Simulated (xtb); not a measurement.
C2H5 (SMILES [CH2]C), doublet, from a rough starting geometry; GFN2-xTB (xtb 6.7.1).

Input for xtb:
```
$ xtb mol.xyz --gfn 2 --uhf 1 --opt vtight --json

# file mol.xyz
7

C      0.01878031    -0.55138468    -0.00184966
C     -0.01096721     0.90102360     0.02311388
H      0.98933832    -1.02505239    -0.02110919
H     -0.57311448    -1.01827541     0.90129949
H     -0.53135998    -1.03449572    -0.90289809
H      0.12241250     1.40508228     0.95500771
H      0.07147734     1.46957890    -0.84756674
```

### Question
Predict the main parts of the log of this xtb run.

### Answer

```
   ID    Z sym.   atoms
    1    6 C      1, 2
    2    1 H      3-7

           -------------------------------------------------
          |                Calculation Setup                |
           -------------------------------------------------

           -------------------------------------------------
          |                 G F N 2 - x T B                 |
           -------------------------------------------------

          ...................................................
          :                      SETUP                      :
          :.................................................:
          :  # basis functions                  13          :
          :  # atomic orbitals                  13          :
          :  # shells                            9          :
          :  # electrons                        13          :
          :  max. iterations                   250          :
          :  Hamiltonian                  GFN2-xTB          :
          :  restarted?                      false          :
          :  GBSA solvation                  false          :
          :  PC potential                    false          :
          :  electronic temp.          300.0000000     K    :
          :  accuracy                    1.0000000          :
          :  -> integral cutoff          0.2500000E+02      :
          :  -> integral neglect         0.1000000E-07      :
          :  -> SCF convergence          0.1000000E-05 Eh   :
          :  -> wf. convergence          0.1000000E-03 e    :
          :  Broyden damping             0.4000000          :
          :  net charge                          0          :
          :  unpaired electrons                  1          :
          ...................................................

 iter      E             dE          RMSdq      gap      omega  full diag
   1     -6.8101434 -0.681014E+01  0.356E+00    9.87       0.0  T
   2     -6.8293594 -0.192160E-01  0.194E+00   10.12       1.0  T
   3     -6.8296638 -0.304398E-03  0.854E-01   10.21       1.0  T
   4     -6.8297403 -0.764985E-04  0.106E-01   10.07       1.0  T
   5     -6.8297509 -0.106085E-04  0.593E-02   10.09       1.0  T
   6     -6.8297513 -0.331669E-06  0.342E-03   10.10      11.1  T
   7     -6.8297513 -0.105706E-07  0.119E-03   10.10      31.8  T
   8     -6.8297513 -0.220534E-08  0.214E-04   10.10     176.5  T
   9     -6.8297513 -0.677858E-11  0.437E-05   10.10     865.4  T

[...]
         :: total energy              -6.726819931412 Eh    ::
 * total energy  :    -6.7268199 Eh     change       -0.5731415E-11 Eh
 * total energy  :    -6.7341937 Eh     change       -0.7373791E-02 Eh
 * total energy  :    -6.7349137 Eh     change       -0.7199786E-03 Eh
 * total energy  :    -6.7353312 Eh     change       -0.4175455E-03 Eh
 * total energy  :    -6.7353395 Eh     change       -0.8230365E-05 Eh
 * total energy  :    -6.7353410 Eh     change       -0.1520689E-05 Eh
 * total energy  :    -6.7353413 Eh     change       -0.2528884E-06 Eh
 * total energy  :    -6.7353413 Eh     change       -0.2561910E-07 Eh
   *** GEOMETRY OPTIMIZATION CONVERGED AFTER 8 ITERATIONS ***
         :: total energy              -6.735341276232 Eh    ::
[...]
             Fermi-level           -0.2278473 Eh           -6.2000 eV

     #   Z          covCN         q      C6AA      α(0)
     1   6 C        3.751    -0.090    22.280     6.732
     2   6 C        2.831    -0.111    30.811     9.096
     3   1 H        0.923     0.053     2.280     2.361
     4   1 H        0.925     0.044     2.396     2.420
     5   1 H        0.925     0.043     2.408     2.426
     6   1 H        0.926     0.030     2.580     2.512
     7   1 H        0.926     0.031     2.577     2.510

 Mol. C6AA /au·bohr⁶  :        326.471191
 Mol. C8AA /au·bohr⁸  :       6775.772566
 Mol. α(0) /au        :         28.058109

Wiberg/Mayer (AO) data.
largest (>0.10) Wiberg bond orders for each atom

 ---------------------------------------------------------------------------
     #   Z sym  total        # sym  WBO       # sym  WBO       # sym  WBO
 ---------------------------------------------------------------------------
     1   6 C    3.998 --     2 C    1.118     5 H    0.975     4 H    0.972
                             3 H    0.930
     2   6 C    3.178 --     1 C    1.118     7 H    0.987     6 H    0.987
     3   1 H    0.994 --     1 C    0.930
     4   1 H    0.998 --     1 C    0.972
     5   1 H    0.998 --     1 C    0.975
     6   1 H    0.999 --     2 C    0.987
     7   1 H    0.999 --     2 C    0.987
 ---------------------------------------------------------------------------

Topologies differ in total number of bonds
Writing topology from bond orders to xtbtopo.mol

molecular dipole:
                 x           y           z       tot (Debye)
 q only:        0.025      -0.183      -0.002
   full:        0.059      -0.211      -0.003       0.556
molecular quadrupole (traceless):
                xx          xy          yy          xz          yz          zz
 q only:       -0.200      -0.021       0.163       0.007      -0.013       0.037
  q+dip:       -0.851       0.050       0.047       0.050      -0.043       0.803
   full:       -0.446       0.033       0.015       0.028      -0.032       0.431

optimized geometry written to: xtbopt.xyz

           -------------------------------------------------
          | TOTAL ENERGY               -6.735341276232 Eh   |
          | GRADIENT NORM               0.000036245172 Eh/α |
          | HOMO-LUMO GAP              11.798375936148 eV   |
           -------------------------------------------------

normal termination of xtb
```
